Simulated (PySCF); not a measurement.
Correlation energy of Si⁺ (silicon, charge +1)

[Ne] 3s2 3p1, 2P determinant. Computed with PySCF 2.14 in x2c-SVPall (4s3p1d, 18 functions), with scalar relativity by spin-free X2C-1e. Frozen: [Ne]; 3 electrons correlated.

MP2 pair energies summed by pair of shells (mhartree):

```json
{"pair": "3s-3s", "energy": "-20.77", "share (%)": "59.0"}
{"pair": "3s-3p", "energy": "-14.44", "share (%)": "41.0"}
```

Total MP2 correlation energy: -35.21 mhartree.

Same-spin part -2.15 and opposite-spin part -33.06 mhartree; SCS-MP2 scales them by 1/3 and 6/5 to -40.39 mhartree.

```tsv
level	correlation energy (mhartree)
CCSD	-52.92
(T)	-0.66
CCSD(T)	-53.58
```

Diagnostics: T1 = 0.011, D1 = 0.0254, largest double amplitude 0.111.

**Question.** Is a single reference adequate?

**Answer.** Mostly. T1 lies below 0.03, but a double amplitude of this size points to a near-degeneracy that CCSD handles and MP2 describes poorly.
